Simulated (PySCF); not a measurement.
Geometry (Å), atoms numbered from 1 in this order:
```xyz
15

O     2.968   -0.003   -0.563
C     2.002   -0.747   -0.563
C     0.653   -0.359   -0.214
C    -0.389   -1.295   -0.245
C    -1.672   -0.929    0.088
C    -1.938    0.388    0.460
C    -0.933    1.328    0.499
C     0.378    0.975    0.164
O     1.328    1.907    0.213
H     2.120   -1.809   -0.843
H    -0.164   -2.310   -0.537
H    -2.470   -1.655    0.062
H    -2.946    0.675    0.722
H    -1.127    2.350    0.784
H     2.185    1.494   -0.049
```

Isolated molecule, non-relativistic, one computed conformer. σ from GIAO-PBE0/pcSseg-1; GFN2-xTB structure; PySCF 2.14.0 with density-fitted response routines.

Shifts are taken against calculated references (same method and geometry level): TMS for ¹³C and ¹H; H2O for ¹⁷O.

```
atoms  nucleus  count  δ (ppm)
  H12       ¹H      1     7.16
   C3      ¹³C      1        ?
   C4      ¹³C      1    139.8
   C5      ¹³C      1    123.2
   C7      ¹³C      1    123.7
   C8      ¹³C      1    171.9
  H14       ¹H      1     7.28
  H10       ¹H      1    10.03
  H13       ¹H      1     7.80
   O9      ¹⁷O      1        ?
  H11       ¹H      1        ?
   O1      ¹⁷O      1    570.4
   C6      ¹³C      1        ?
   C2      ¹³C      1        ?
  H15       ¹H      1    12.15
```

Fill in the missing shifts.

## Answers


- C2: 201.9 ppm, aldehyde carbonyl carbon; the double bond to the heteroatom, with no lone-pair donor beside it, deshields it most
- C6: 143.0 ppm, aromatic CH
- C3: 123.6 ppm, substituted aromatic carbon
- H11: 7.61 ppm, hydrogen on an aromatic CH; ring-current deshielding
- O9: 140.8 ppm, phenol-type oxygen

OH/NH shifts are gas-phase values; hydrogen bonding in solution moves them, usually downfield. Shifts are as computed. Against solution values, carbons near 30 ppm lie about +3 ppm off and those near 130 ppm about +5 ppm. Of 1211 compounds with measured shifts, 218 miss one by over three times the rms of a fit or turn the order of signals round; such compounds aren't used in these exercises. Unscaled 17O shifts of doubly bonded oxygen tend to come out too high, by tens of ppm or more. Experimental scales use liquid or dissolved standards, which lie at an offset from isolated H2O (liquid H2O: subtract about 36 ppm).
